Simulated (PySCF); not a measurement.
Input for PySCF:
```python
from pyscf import gto, scf, dft

mol = gto.Mole()
mol.atom = '''
    Si    0.11718582    0.03585157   -0.56071872
    F    -0.06184383   -1.56445878   -0.92637493
    Si   -1.92611604    0.75969829    0.02381374
    Si    1.88598439    0.00516383    1.01222709
    H     0.51648138    0.53551183   -1.87265000
    H    -2.96077412    0.54956557   -1.03451187
    H    -1.92832500    2.18591894    0.33171558
    H    -2.49407822    0.09205132    1.24229519
    H     3.09783103   -0.55292500    0.44407793
    H     2.21512498    1.41145847    1.25964163
    H     1.49524138   -0.62886614    2.25306928
'''
mol.basis = '6-31g'
mol.verbose = 3
mol.build()

mf = dft.RKS(mol)
mf.xc = 'pbe0'
mf.kernel()
g = mf.nuc_grad_method()
grad = g.kernel()
```

Question: Estimate the HOMO energy that PBE0/6-31G, gradient (PySCF) returns for this input.

Answer: -8.23 eV

Question: What is the computed dipole moment (PBE0/6-31G, gradient)?

Answer: 2.26 D

Question: Give the number of basis functions at the level PBE0/6-31G, gradient.

Answer: 62

Question: Predict the nuclear repulsion energy from PBE0/6-31G, gradient.

Answer: 274.8698 Eh

Question: Predict the total energy from PBE0/6-31G, gradient.

Answer: -971.917485 Ha
